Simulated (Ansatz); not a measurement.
Species: C$_{2}$H$_{10}$GeSi, SMILES `C[SiH2][GeH2][CH3]` (C–Si–Ge–C torsion 179°) (charge 0, multiplicity 1).

Q: Give a relaxed geometry from B3LYP-D3(BJ)/def2-SVP run with Ansatz (a program for electronic structure).

A: This is not unique; one that fits is the end point of this relaxation, one of several conformers (outside a Z-matrix the atoms follow the SMILES, hydrogens last).
Z-matrix (Å, degrees):
```
Ge
H 1 1.5498
H 1 1.5498 2 106.83
C 1 1.9741 2 109.12 3 117.83
H 4 1.1001 1 110.17 2 61.96
H 4 1.1001 5 108.59 1 -120.73
H 4 1.1002 5 108.72 6 -118.13
Si 1 2.3942 2 109.88 3 -119.15
H 8 1.4961 1 108.79 2 -62.46
H 8 1.4961 9 107.33 1 117.55
C 8 1.8917 9 110.14 10 119.90
H 11 1.1014 8 110.63 9 61.14
H 11 1.1014 12 108.05 8 -121.22
H 11 1.1015 12 108.19 13 -116.92
```
